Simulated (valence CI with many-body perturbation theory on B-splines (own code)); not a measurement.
# E1 line list for Au⁷¹⁺

Computed by valence CI with perturbative core correlation (CI+MBPT): six valence electrons over a frozen Dirac-Fock core [He], radial functions for each j: 9 s, 9 p, 8 d, 6 f, 3 g, 1 h, with the one-electron correlation potential Σ1 (screened to all orders), the two-electron term Σ2, the three-electron term Σ3, Breit, model QED; selected single and double excitations, second order for the rest, scaled by the run's own slope (own B-spline code, finite nucleus).

The last digits are not significant, and no measured levels were compared; by estimate large intervals hold to a few tenths of a per cent, small ones and those within an open d or f shell to about a per cent. Among the levels kept, up to 1900 cm⁻¹ of a level comes from second order outside the variational space, and about a tenth of that is noise between levels of different J, which matters for small intervals.

Lines 151 to 197 of 197 in falling wavelength, among levels below 12429 eV, chosen from the strongest by gf and those to the six lowest levels. Wavelengths and rates use the calculated energies. Electric multipoles are in the length gauge with retardation, E1 and E2 with the static RPA response of the core. Weak lines are less certain than strong ones. Lines between different terms over intervals too small for the method are left out, as are lines whose strength nearly cancels. The highest levels of a list are the least certain.

Levels are named by their leading jj configuration (3d3/2^4 stands for four electrons in 3d with j = 3/2), which in mixed levels can hold well under half, so a name can repeat and another be missing. Letters in brackets count levels of one name in rising energy.

| λ vac (nm) | Upper | Lower | A (s⁻¹) | S (a.u.) |
| --- | --- | --- | --- | --- |
| 0.1259 | (2s^2 2p1/2 2p3/2^2 3s) J=1 [a] | (2s^2 2p1/2 2p3/2^3) J=2 | 5.43e+13 | 1.61e-04 |
| 0.1259 | (2s^2 2p1/2 2p3/2^2 3s) J=2 [a] | (2s^2 2p1/2 2p3/2^3) J=1 | 4.29e+13 | 2.11e-04 |
| 0.1258 | (2s 2p1/2^2 2p3/2^2 3s) J=0 | (2s 2p1/2^2 2p3/2^3) J=1 | 1.55e+14 | 1.52e-04 |
| 0.1258 | (2s^2 2p1/2 2p3/2^2 3s) J=3 | (2s^2 2p1/2 2p3/2^3) J=2 | 5.39e+13 | 3.71e-04 |
| 0.1257 | (2s^2 2p1/2 2p3/2^2 3s) J=1 [a] | (2s^2 2p1/2 2p3/2^3) J=1 | 2.70e+14 | 7.93e-04 |
| 0.1257 | (2s^2 2p1/2 2p3/2^2 3s) J=2 [b] | (2s^2 2p1/2 2p3/2^3) J=2 | 2.85e+14 | 1.39e-03 |
| 0.1257 | (2s^2 2p1/2^2 2p3/2 3s) J=2 | (2s^2 2p1/2^2 2p3/2^2) J=2 | 1.58e+14 | 7.75e-04 |
| 0.1255 | (2s^2 2p1/2^2 2p3/2 3s) J=1 | (2s^2 2p1/2^2 2p3/2^2) J=2 | 2.62e+14 | 7.69e-04 |
| 0.1254 | (2s^2 2p1/2 2p3/2^2 3s) J=2 [b] | (2s^2 2p1/2 2p3/2^3) J=1 | 3.94e+13 | 1.92e-04 |
| 0.1251 | (2s 2p1/2^2 2p3/2^2 3s) J=1 [a] | (2s 2p1/2^2 2p3/2^3) J=2 | 1.29e+14 | 3.73e-04 |
| 0.1250 | (2s 2p1/2^2 2p3/2^2 3s) J=1 [b] | (2s 2p1/2^2 2p3/2^3) J=2 | 6.72e+13 | 1.95e-04 |
| 0.1250 | (2s^2 2p1/2 2p3/2^2 3s) J=1 [b] | (2s^2 2p1/2 2p3/2^3) J=2 | 1.34e+14 | 3.87e-04 |
| 0.1249 | (2s 2p1/2^2 2p3/2^2 3s) J=2 [b] | (2s 2p1/2^2 2p3/2^3) J=2 | 8.66e+12 | 4.17e-05 |
| 0.1248 | (2s^2 2p1/2 2p3/2^2 3s) J=0 | (2s^2 2p1/2 2p3/2^3) J=1 | 1.63e+14 | 1.57e-04 |
| 0.1247 | (2s^2 2p1/2 2p3/2^2 3s) J=1 [b] | (2s^2 2p1/2 2p3/2^3) J=1 | 2.67e+13 | 7.67e-05 |
| 0.1196 | (2s 2p1/2^2 2p3/2^2 3p1/2) J=2 [a] | (2s^2 2p1/2 2p3/2^3) J=2 | 1.38e+11 | 5.81e-07 |
| 0.1196 | (2s 2p1/2^2 2p3/2^2 3p1/2) J=3 | (2s^2 2p1/2 2p3/2^3) J=2 | 4.24e+10 | 2.51e-07 |
| 0.1194 | (2s 2p1/2^2 2p3/2^2 3p1/2) J=2 [a] | (2s^2 2p1/2 2p3/2^3) J=1 | 3.94e+11 | 1.65e-06 |
| 0.1183 | (2s 2p1/2^2 2p3/2^2 3p1/2) J=1 [a] | (2s^2 2p1/2 2p3/2^3) J=2 | 1.20e+11 | 2.94e-07 |
| 0.1183 | (2s 2p1/2^2 2p3/2^2 3p1/2) J=1 [b] | (2s^2 2p1/2 2p3/2^3) J=2 | 3.30e+11 | 8.09e-07 |
| 0.1183 | (2s 2p1/2^2 2p3/2^2 3p1/2) J=2 [b] | (2s^2 2p1/2 2p3/2^3) J=2 | 5.57e+11 | 2.27e-06 |
| 0.1181 | (2s 2p1/2^2 2p3/2^2 3p1/2) J=1 [a] | (2s^2 2p1/2 2p3/2^3) J=1 | 3.67e+09 | 8.95e-09 |
| 0.1181 | (2s 2p1/2^2 2p3/2^2 3p1/2) J=1 [b] | (2s^2 2p1/2 2p3/2^3) J=1 | 1.16e+11 | 2.83e-07 |
| 0.1181 | (2s 2p1/2^2 2p3/2^2 3p1/2) J=0 | (2s^2 2p1/2 2p3/2^3) J=1 | 1.37e+12 | 1.12e-06 |
| 0.1181 | (2s 2p1/2^2 2p3/2^2 3p1/2) J=2 [b] | (2s^2 2p1/2 2p3/2^3) J=1 | 4.98e+10 | 2.02e-07 |
| 0.1167 | (2s^2 2p1/2^2 2p3/2 3d3/2) J=1 | (2s^2 2p1/2^2 2p3/2^2) J=0 | 1.81e+14 | 4.27e-04 |
| 0.1161 | (2s^2 2p1/2^2 2p3/2 3d3/2) J=2 | (2s^2 2p1/2^2 2p3/2^2) J=2 | 1.91e+14 | 7.37e-04 |
| 0.1160 | (2s^2 2p1/2^2 2p3/2 3d3/2) J=3 | (2s^2 2p1/2^2 2p3/2^2) J=2 | 4.99e+13 | 2.69e-04 |
| 0.1160 | (2s^2 2p1/2^2 2p3/2 3d3/2) J=1 | (2s^2 2p1/2^2 2p3/2^2) J=2 | 3.54e+14 | 8.17e-04 |
| 0.1149 | (2s^2 2p1/2^2 2p3/2 3d5/2) J=1 | (2s^2 2p1/2^2 2p3/2^2) J=0 | 1.87e+15 | 4.19e-03 |
| 0.1145 | (2s^2 2p1/2^2 2p3/2 3d5/2) J=2 | (2s^2 2p1/2^2 2p3/2^2) J=2 | 1.35e+15 | 5.01e-03 |
| 0.1143 | (2s^2 2p1/2^2 2p3/2 3d5/2) J=3 | (2s^2 2p1/2^2 2p3/2^2) J=2 | 3.03e+15 | 1.57e-02 |
| 0.1142 | (2s^2 2p1/2^2 2p3/2 3d5/2) J=1 | (2s^2 2p1/2^2 2p3/2^2) J=2 | 1.68e+14 | 3.71e-04 |
| 0.1060 | (2s^2 2p1/2 2p3/2^2 3s) J=1 [a] | (2s^2 2p1/2^2 2p3/2^2) J=0 | 2.12e+11 | 3.75e-07 |
| 0.1055 | (2s^2 2p1/2 2p3/2^2 3s) J=2 [a] | (2s^2 2p1/2^2 2p3/2^2) J=2 | 3.17e+13 | 9.19e-05 |
| 0.1054 | (2s^2 2p1/2 2p3/2^2 3s) J=1 [a] | (2s^2 2p1/2^2 2p3/2^2) J=2 | 6.61e+13 | 1.15e-04 |
| 0.1053 | (2s^2 2p1/2 2p3/2^2 3s) J=1 [b] | (2s^2 2p1/2^2 2p3/2^2) J=0 | 6.24e+13 | 1.08e-04 |
| 0.1053 | (2s^2 2p1/2 2p3/2^2 3s) J=3 | (2s^2 2p1/2^2 2p3/2^2) J=2 | 5.94e+13 | 2.40e-04 |
| 0.1052 | (2s^2 2p1/2 2p3/2^2 3s) J=2 [b] | (2s^2 2p1/2^2 2p3/2^2) J=2 | 3.18e+13 | 9.15e-05 |
| 0.1047 | (2s^2 2p1/2 2p3/2^2 3s) J=1 [b] | (2s^2 2p1/2^2 2p3/2^2) J=2 | 2.50e+11 | 4.26e-07 |
| 0.1010 | (2s 2p1/2^2 2p3/2^2 3p1/2) J=2 [a] | (2s^2 2p1/2^2 2p3/2^2) J=2 | 2.70e+14 | 6.86e-04 |
| 0.1010 | (2s 2p1/2^2 2p3/2^2 3p1/2) J=3 | (2s^2 2p1/2^2 2p3/2^2) J=2 | 6.70e+14 | 2.38e-03 |
| 0.1006 | (2s 2p1/2^2 2p3/2^2 3p1/2) J=1 [a] | (2s^2 2p1/2^2 2p3/2^2) J=0 | 6.86e+14 | 1.03e-03 |
| 0.1006 | (2s 2p1/2^2 2p3/2^2 3p1/2) J=1 [b] | (2s^2 2p1/2^2 2p3/2^2) J=0 | 6.54e+10 | 9.85e-08 |
| 0.1000 | (2s 2p1/2^2 2p3/2^2 3p1/2) J=1 [a] | (2s^2 2p1/2^2 2p3/2^2) J=2 | 4.08e+11 | 6.04e-07 |
| 0.1000 | (2s 2p1/2^2 2p3/2^2 3p1/2) J=1 [b] | (2s^2 2p1/2^2 2p3/2^2) J=2 | 7.23e+14 | 1.07e-03 |
| 0.1000 | (2s 2p1/2^2 2p3/2^2 3p1/2) J=2 [b] | (2s^2 2p1/2^2 2p3/2^2) J=2 | 4.35e+14 | 1.07e-03 |
